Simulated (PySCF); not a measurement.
Match each property card to its molecule.

Structures:
1. `C=CCOC1=C([SiH2]Cl)C1`
2. `CCn1nc(F)cc1[SiH3]`
3. `CC#C[Si@@](N)(P)[SiH2]P`
4. `C=CC[C@@]1(CF)C[SiH2]1`
5. `CC(C)C#C`

Card P (geometry GFN2-xTB):
- Rotational constants A, B, C: 1.851, 1.084, 0.729 GHz
- 13C chemical shifts (computed TMS as zero) by class (GIAO PBE0/pcSseg-1): 173.5 (1 C), 133.2 (1 C), 107.0 (1 C), 50.7 (1 C), 19.5 (1 C) ppm
- Point group: C1
- HOMO energy (PBE0/pcSseg-1): -7.15 eV

Card Q (geometry GFN2-xTB):
- Rotational constants A, B, C: 2.355, 1.202, 0.936 GHz
- 13C chemical shifts (computed TMS as zero) by class (GIAO PBE0/pcSseg-1): 143.8 (1 C), 125.2 (1 C), 88.6 (1 C), 42.0 (1 C), 24.2 (1 C), 5.4 (1 C) ppm
- HOMO energy (PBE0/pcSseg-1): -6.86 eV
- Dipole moment (PBE0/pcSseg-1): 1.74 D

Card R (geometry GFN2-xTB):
- Rotational constants A, B, C: 8.030, 3.911, 2.894 GHz
- HOMO energy (PBE0/pcSseg-1): -7.70 eV
- 13C chemical shifts (computed TMS as zero) by class (GIAO PBE0/pcSseg-1): 94.6 (1 C), 74.6 (1 C), 25.4 (2 C), 23.0 (1 C) ppm
- Point group: Cs

Card S (geometry GFN2-xTB):
* Rotational constants A, B, C: 0.902, 0.647, 0.449 GHz
* Dipole moment (PBE0/pcSseg-1): 3.18 D
* Isotropic shieldings of nuclei other than C and H, by class (GIAO PBE0/pcSseg-1): 243 (1 N), 388 (1 Si), 439 (1 Si), 580 (1 P), 636 (1 P) ppm
* Point group: C1
* 13C chemical shifts (computed TMS as zero) by class (GIAO PBE0/pcSseg-1): 113.4 (1 C), 91.7 (1 C), 5.9 (1 C) ppm
* HOMO energy (PBE0/pcSseg-1): -7.02 eV

Card T (geometry GFN2-xTB):
- Rotational constants A, B, C: 1.729, 0.634, 0.516 GHz
- HOMO energy (PBE0/pcSseg-1): -6.76 eV
- Point group: C1
- 13C chemical shifts (computed TMS as zero) by class (GIAO PBE0/pcSseg-1): 165.9 (1 C), 143.2 (1 C), 126.6 (1 C), 77.9 (1 C), 72.6 (1 C), 17.8 (1 C) ppm

Species are written as SMILES; each is one conformer at its optimised geometry, gas phase, non-relativistic unless stated; the electronic structure was computed with PySCF and density fitting. NMR classes are plain means over equivalent atoms (diastereotopic ones count apart unless rotation or inversion swaps them), as if these changed places fast.

Problem. Which card belongs to which structure?

Solution. P = 2, Q = 4, R = 5, S = 3, T = 1. What ties each card to its structure:
- 1 (card T), C6H9ClOSi, monoisotopic mass 160.0 u, 9 heavy atoms: 6 C in 6 classes; the least shielded carbon (165.9 ppm) is a vinylic carbon bearing oxygen; an asymmetric top with C = 0.516 GHz.
- 2 (card P), C5H9FN2Si, monoisotopic mass 144.1 u, 9 heavy atoms: 5 C in 5 classes; the least shielded carbon (173.5 ppm) is an aromatic C–F carbon; an asymmetric top with C = 0.729 GHz.
- 3 (card S), C3H11NP2Si2, monoisotopic mass 179.0 u, 8 heavy atoms: 3 C in 3 classes; the least shielded carbon (113.4 ppm) is an alkyne carbon; an asymmetric top with C = 0.449 GHz, the lowest such constant on the cards; dipole 3.18 D.
- 4 (card Q), C6H11FSi, monoisotopic mass 130.1 u, 8 heavy atoms: 6 C in 6 classes; the least shielded carbon (143.8 ppm) is an alkene CH carbon; an asymmetric top with C = 0.936 GHz; dipole 1.74 D.
- 5 (card R), C5H8, monoisotopic mass 68.1 u, 5 heavy atoms: 5 C in 4 classes; point group Cs; the least shielded carbon (94.6 ppm) is an alkyne carbon; an asymmetric top with C = 2.894 GHz, the highest such constant on the cards.
